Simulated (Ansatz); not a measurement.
Reaction: C2H5N (N-methylmethanimine, SMILES C=NC) → C2H5N (parent SMILES N(=C)C, triplet)
Each species at its own B3LYP-D3(BJ)/def2-TZVP minimum (Ansatz, an electronic-structure program).

Total energies in hartree (Ansatz). UHF or UKS for unpaired electrons; spin-orbit terms are left out. Correlated methods leave the cores frozen. No relativity. The spin of C2H5N (parent SMILES C=NC, triplet) was assumed, and the state is the lowest solution found for it.

```tsv
species	HF/cc-pVTZ	CCSD(T)/cc-pVTZ	HF/cc-pVQZ	CCSD(T)/cc-pVQZ	CCSD(T)/cc-pVDZ	CCSDT(Q)/cc-pVDZ
1: C2H5N (SMILES C=NC)	-133.11122	-133.70668	-133.12062	-133.74681	-133.56739	-133.56925
2: C2H5N (parent SMILES N(=C)C, triplet)	-133.04690	-133.60188	-133.05639	-133.64147	-133.46434	-133.46617
```

### Question
Work out the adiabatic triplet-singlet gap (electronic) in kcal/mol: take Hartree-Fock from cc-pVQZ, extrapolate the CCSD(T) correlation energy as X^-3 (X = 3, 4), and add CCSDT(Q) - CCSD(T) in cc-pVDZ. 1 hartree = 627.51 kcal/mol.

### Answer

Species 1: correlation (64·(-0.62619) - 27·(-0.59546))/37 = -0.64861; step -0.00186; E1 = -133.12062 + (-0.64861) + (-0.00186) = -133.77109
Species 2: correlation (64·(-0.58508) - 27·(-0.55498))/37 = -0.60704; step -0.00183; E2 = -133.05639 + (-0.60704) + (-0.00183) = -133.66526
-1·E1 +1·E2 = 0.10583 hartree = 66.4 kcal/mol.
